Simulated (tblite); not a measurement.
Species: C3H6ClOSi2 (doublet state).
Bonds: C1–C2 (triple), C2–C3, C3–Si4, Si4–Cl5, Si4–O6, O6–Si7. Hydrogens: H8 on C1; H9, H10 on C3; H11, H12, H13 on Si7.

Structure optimised with GFN2-xTB, isolated species. This method treats the open shell by occupation alone, without spin polarisation.

Question: What internal coordinates does the optimisation give?

Answer: 
```json
{"bond": "C1≡C2", "length (Å)": "1.197", "order": "triple"}
{"bond": "C2–C3", "length (Å)": "1.439", "order": "single"}
{"bond": "C3–Si4", "length (Å)": "1.930", "order": "single"}
{"bond": "Si4–Cl5", "length (Å)": "2.041", "order": "single"}
{"bond": "Si4–O6", "length (Å)": "1.614", "order": "single"}
{"bond": "O6–Si7", "length (Å)": "1.630", "order": "single"}
{"bond": "C1–H8", "length (Å)": "1.049", "order": "single"}
{"bond": "C3–H9, C3–H10", "length (Å)": "1.093", "order": "single"}
{"bond": "Si7–H11, Si7–H12, Si7–H13", "length (Å)": "1.460", "order": "single"}
```

Bonds in one row agree within 0.01 Å and their mean is given. Orders are formal, as drawn. A selection of angles:
```json
{"angle": "C2–C1–H8", "degrees": "178.5"}
{"angle": "C1–C2–C3", "degrees": "178.3"}
{"angle": "C2–C3–Si4", "degrees": "111.8"}
{"angle": "C2–C3–H9", "degrees": "109.0"}
{"angle": "Si4–C3–H9", "degrees": "107.7"}
{"angle": "Si4–C3–H10", "degrees": "110.7"}
{"angle": "H9–C3–H10", "degrees": "107.9"}
{"angle": "C3–Si4–Cl5", "degrees": "108.6"}
{"angle": "C3–Si4–O6", "degrees": "108.4"}
{"angle": "Cl5–Si4–O6", "degrees": "107.8"}
{"angle": "Si4–O6–Si7", "degrees": "158.4"}
{"angle": "O6–Si7–H11", "degrees": "103.7"}
{"angle": "O6–Si7–H12", "degrees": "107.7"}
{"angle": "O6–Si7–H13", "degrees": "106.1"}
{"angle": "H11–Si7–H12", "degrees": "113.2"}
{"angle": "H12–Si7–H13", "degrees": "111.8"}
```

Torsions: C2–C3–Si4–Cl5 161° (antiperiplanar); C3–Si4–O6–Si7 43° (synclinal). The mirror-image conformer, all signs reversed, is as good.

The 2 C–C bonds span 1.197 Å (C1≡C2, drawn triple) to 1.439 Å (C2–C3, drawn single), a spread of 0.242 Å. Si4 (silicon bonded to C, Cl and O) is pyramidal (angles 108.6°, 108.4° and 107.8°, sum 324.8°, 0.65 Å off the plane of its three neighbours). Si7 (silicon bonded to O and 3 H) is distorted tetrahedral (angles from 103.7° to 113.6°). Of the pairs four or more bonds apart, C2···Si7 is among the closest relative to their van der Waals radii: 3.95 Å, 104 % of the sum of Bondi's values.

Point group: C1 (no symmetry element, even within 0.4 Å). GFN2-xTB frequencies show an imaginary mode (27i cm⁻¹), so the point is no minimum at that level. 3 starts were optimised and ended at 0.00, 0.03 and 0.42 kcal/mol (GFN2-xTB); the lowest of these is shown.

These are computed values.
